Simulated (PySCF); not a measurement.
Spectrum to structure. Level of theory: TDDFT CAM-B3LYP/def2-SVPD, vertical, gas phase, core orbitals frozen in the response (PySCF 2.14.0, density-fitted response routines). Geometries: PBE0-D3(BJ)/def2-SVP, one conformer each. Relativistic effects are left out although some hold elements past zinc.

| state | E (eV) | λ (nm) | f |
| --- | --- | --- | --- |
| S1 | 5.65 | 219.5 | 0.705 |
| S2 | 6.48 | 191.4 | 0.016 |
| S3 | 6.68 | 185.7 | 0.046 |
| S4 | 6.98 | 177.7 | 0.021 |
| S5 | 7.16 | 173.2 | 0.0088 |
| S6 | 7.34 | 168.8 | 0.010 |
| S7 | 7.55 | 164.1 | 0.012 |
| S8 | 7.64 | 162.3 | 0.013 |
| S9 | 7.72 | 160.5 | 0.012 |
| S10 | 7.94 | 156.2 | 0.0092 |

Task: Which candidate is it?
A. `CC(C)[C@@H]1[GeH2][CH2][C@@H]1F`
B. `CC/C=C(/C=C/F)CF`
C. `C(=C/OC)(/C#C)OC(F)F`

Result: B. Its S1 lies at 5.65 eV; the nearest of the others has S1 at 5.11 eV. S1 is HOMO→LUMO (97%). Löwdin shares by element: HOMO carbon 76% or more (atoms not listed hold the other 24%); LUMO carbon 67% or more (atoms not listed hold the other 33%). At the same level the other candidates give, for their lowest levels:
- `CC(C)[C@@H]1[GeH2][CH2][C@@H]1F`: 6.94 eV (f 0.054); 7.26 eV (f 0.025); 7.29 eV (f 0.052); 7.64 eV (f 0.022); 7.72 eV (f 0.144); T1 6.13 eV; HOMO -8.97, LUMO 0.95 eV
- `C#C/C(=C\OC)OC(F)F`: 5.11 eV (f 0.024); 5.33 eV (f 0.249); 6.05 eV (f 0.003); 6.34 eV (f 0.000); 6.91 eV (f 0.121); HOMO -7.95, LUMO 0.14 eV

Conformer computed: `[CH3:1][CH2:2]/[CH:3]=[C:4](/[CH:5]=[CH:6]/[F:7])[CH2:8][F:9]`: C1–C2–C3–C4 -108°, C3–C4–C5–C6 173°, C3–C4–C8–F9 -127°.
Triplets come from the Tamm–Dancoff approximation.
